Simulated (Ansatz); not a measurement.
A run for Ansatz (a quantum-chemistry and plane-wave program): U-CCSD(T)/cc-pVTZ on GeH4O (SMILES [OH][GeH3]), a point of a bond scan (R = 1.684 Å). The run froze 15 orbitals, filled d shells among them.

Ansatz 0.2 input:
```yaml
crystal:
  periodic: [false, false, false]
  atoms:
    - {symbol: Ge, position_ang: [-0.32903929, 0.06812490, 0.07330265]}
    - {symbol: O, position_ang: [1.35705815, -0.35716009, -0.37168713]}
    - {symbol: H, position_ang: [-0.54453814, -0.15512316, 1.58391604]}
    - {symbol: H, position_ang: [-1.18632723, -0.88517582, -0.76517759]}
    - {symbol: H, position_ang: [-0.60848715, 1.54275960, -0.28108933]}
    - {symbol: H, position_ang: [2.50345968, 0.57381083, 0.43655088]}
basis:
  gaussian:
    orbitals: cc-pVTZ
correlation: {method: ccsd_t, electrons: outside_noble_gas}
scf: {omitted_lower_state_checks: [cluster_reference]}
magnetization: {spin_polarized: true, initial_magnetization: 0}
```

Output:

```
WARN ansatz: RAYON_NUM_THREADS=1 ignored (pool sized by the plan → 1); use --threads N
Functional definition: HF
these checks for a lower state are left out or cut short: cluster_reference
integrals: 0.37 GiB planned
758 factors; integrals over basis functions are off by at most 1.2e-3 eV
mean field: 0.42 GiB planned
mean field evaluation 1: about -58567.3917 eV, gradient 2.9e1 eV
mean field evaluation 2: about -58567.3945 eV, gradient 2.9e1 eV
mean field evaluation 4: about -58571.6382 eV, gradient 2.5e0 eV
mean field evaluation 8: about -58571.7418 eV, gradient 1.6e-1 eV
mean field evaluation 16: about -58571.7421 eV, gradient 5.1e-4 eV
mean field evaluation 32: about -58571.2505 eV, gradient 1.4e1 eV
mean field evaluation 64: about -58571.8314 eV, gradient 1.1e-1 eV
mean field -58572.82035771 eV, -2152.5114460622 hartree, gradient 5.9e-6 eV, S^2 0.734532; 8 other end points of the search recorded, 0 dependent functions left out
15 core orbitals not correlated
reference -58572.82035771 eV, -2152.5114460622 hartree; 7, 7 occupied and 107, 107 virtual orbitals, 758 factors
second order -9.05426615 eV of doubles, -0.00000000 eV of singles
coupled cluster: 0.75 GiB planned
cycle   1  -9.55768062 eV  change   -5.0e-1 eV  update   9.8e-2
cycle   2  -9.96397708 eV  change   -4.1e-1 eV  update   4.7e-2
cycle   3  -10.13430221 eV  change   -1.7e-1 eV  update   4.2e-2
cycle   4  -10.27798711 eV  change   -1.4e-1 eV  update   3.3e-2
cycle   5  -10.41685099 eV  change   -1.4e-1 eV  update   2.1e-2
cycle   6  -10.51854854 eV  change   -1.0e-1 eV  update   1.3e-2
cycle   7  -10.54493270 eV  change   -2.6e-2 eV  update   5.9e-3
cycle   8  -10.55827966 eV  change   -1.3e-2 eV  update   2.9e-3
cycle   9  -10.55972481 eV  change   -1.4e-3 eV  update   1.7e-3
cycle  10  -10.55743747 eV  change    2.3e-3 eV  update   1.0e-3
cycle  11  -10.55970753 eV  change   -2.3e-3 eV  update   5.5e-4
cycle  12  -10.55971978 eV  change   -1.2e-5 eV  update   2.3e-4
cycle  13  -10.55938535 eV  change    3.3e-4 eV  update   9.1e-5
cycle  14  -10.55946857 eV  change   -8.3e-5 eV  update   3.7e-5
cycle  15  -10.55946389 eV  change    4.7e-6 eV  update   1.9e-5
cycle  16  -10.55950340 eV  change   -4.0e-5 eV  update   8.8e-6
cycle  17  -10.55951153 eV  change   -8.1e-6 eV  update   4.1e-6
coupled cluster: 0.75 GiB planned
perturbative correction -0.47040978 eV, -0.0172872406 hartree
Total energy: -58583.85027902 eV, -2152.9167881941 hartree
Checks for a lower state left out: cluster_reference
```

The calculation finished and met its thresholds. Its determinant has ⟨S²⟩ = 0.73, a mixture of spin states.

Cost: around 20 core-seconds (rough).
